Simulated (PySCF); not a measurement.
# Running PySCF for SnS

The script input.py:

```python
from pyscf import gto, dft

mol = gto.M(
    atom='Sn 0 0 0; S 0 0 2.335',
    basis='lanl2dz',
    ecp={'Sn': 'lanl2dz', 'S': 'lanl2dz'},
    charge=0,
    spin=0,
    verbose=4,
)
mf = dft.RKS(mol, xc='olyp')
mf.kernel()
mf.nuc_grad_method().kernel()
mf.dip_moment()
print('orbital energies (hartree):', mf.mo_energy[..., max(0, mol.nelec[1]-3):mol.nelec[0]+3].round(4))
```

```bash
$ python input.py
```

It prints (some set-up lines and the per-cycle HOMO/LUMO lines with their warnings removed):

```
PySCF version 2.14.0

[INPUT] verbose = 4
[INPUT] num. atoms = 2
[INPUT] num. electrons = 10
[INPUT] charge = 0
[INPUT] spin (= nelec alpha-beta = 2S) = 0
[INPUT] symmetry False subgroup None
[INPUT] Mole.unit = angstrom
[INPUT] Symbol           X                Y                Z      unit          X                Y                Z       unit  Magmom
[INPUT]  1 Sn     0.000000000000   0.000000000000   0.000000000000 AA    0.000000000000   0.000000000000   0.000000000000 Bohr   0.0
[INPUT]  2 S      0.000000000000   0.000000000000   2.335000000000 AA    0.000000000000   0.000000000000   4.412510500859 Bohr   0.0

nuclear repulsion = 5.43908054050535
number of shells = 8
number of NR pGTOs = 24
number of NR cGTOs = 16
basis = lanl2dz
ecp = {'Sn': 'lanl2dz', 'S': 'lanl2dz'}

******** <class 'pyscf.dft.rks.RKS'> ********
method = RKS
initial guess = minao
damping factor = 0
level_shift factor = 0
DIIS = <class 'pyscf.scf.diis.CDIIS'>
diis_start_cycle = 1
diis_space = 8
diis_damp = 0
SCF conv_tol = 1e-09
SCF conv_tol_grad = None
SCF max_cycles = 50
direct_scf = True
direct_scf_tol = 1e-13
XC library pyscf.dft.libxc version 7.0.0
    S. Lehtola, C. Steigemann, M. J.T. Oliveira, and M. A.L. Marques.,  SoftwareX 7, 1–5 (2018)
XC functionals = olyp
    N. C. Handy and A. J. Cohen.,  Mol. Phys. 99, 403 (2001)
    C. Lee, W. Yang, and R. G. Parr.,  Phys. Rev. B 37, 785 (1988)
    B. Miehlich, A. Savin, H. Stoll, and H. Preuss.,  Chem. Phys. Lett. 157, 200 (1989)
radial grids:
    Treutler-Ahlrichs [JCP 102, 346 (1995); DOI:10.1063/1.469408] (M4) radial grids

becke partition: Becke, JCP 88, 2547 (1988); DOI:10.1063/1.454033
pruning grids: <function nwchem_prune>
grids dens level: 3
symmetrized grids: False
atomic radii adjust function: <function treutler_atomic_radii_adjust>
small_rho_cutoff = 0
Set gradient conv threshold to 3.16228e-05
Initial guess from minao.
tot grids = 40840
init E= -5.14747827548653
cycle= 1 E= -12.7364558926564  delta_E= -7.59  |g|= 1.26  |ddm|= 4.15
cycle= 2 E= -12.2332061679325  delta_E= 0.503  |g|= 1.42  |ddm|= 3.37
cycle= 3 E= -13.49146756648  delta_E= -1.26  |g|= 0.25  |ddm|= 2.55
cycle= 4 E= -13.5130726572155  delta_E= -0.0216  |g|= 0.0855  |ddm|= 0.359
cycle= 5 E= -13.5127344488715  delta_E= 0.000338  |g|= 0.103  |ddm|= 0.234
cycle= 6 E= -13.5172979206164  delta_E= -0.00456  |g|= 0.0286  |ddm|= 0.0763
cycle= 7 E= -13.5176869847808  delta_E= -0.000389  |g|= 0.000714  |ddm|= 0.0313
cycle= 8 E= -13.5176872531057  delta_E= -2.68e-07  |g|= 8.49e-05  |ddm|= 0.000857
cycle= 9 E= -13.5176872566798  delta_E= -3.57e-09  |g|= 1.45e-05  |ddm|= 8.95e-05
cycle= 10 E= -13.5176872567829  delta_E= -1.03e-10  |g|= 2.97e-06  |ddm|= 1.54e-05
Extra cycle  E= -13.5176872566617  delta_E= 1.21e-10  |g|= 1.62e-05  |ddm|= 2.02e-05
converged SCF energy = -13.5176872566617

******** <class 'pyscf.grad.rks.Gradients'> for <class 'pyscf.dft.rks.RKS'> ********
unit = Eh/Bohr
grid_response = False
--------------- RKS gradients ---------------
         x                y                z
0 Sn    -0.0000000000    -0.0000000000    -0.0110377122
1 S     0.0000000000    -0.0000000000     0.0110377712
----------------------------------------------
Dipole moment(X, Y, Z, Debye): -0.00000, -0.00000, -3.70178
orbital energies (hartree): [-0.2345 -0.2254 -0.2254 -0.1218 -0.1218 -0.0195]
```

In short: E(SCF) = -13.517687 Eh, 10 cycles, μz(SCF) = -3.70 D, gradient on the second atom 0.0110 Eh/bohr.

Wall time 2.3 s on one thread of a shared host.

Stability towards an unrestricted solution was not tested. The bond length is a typed value, not an optimised one.
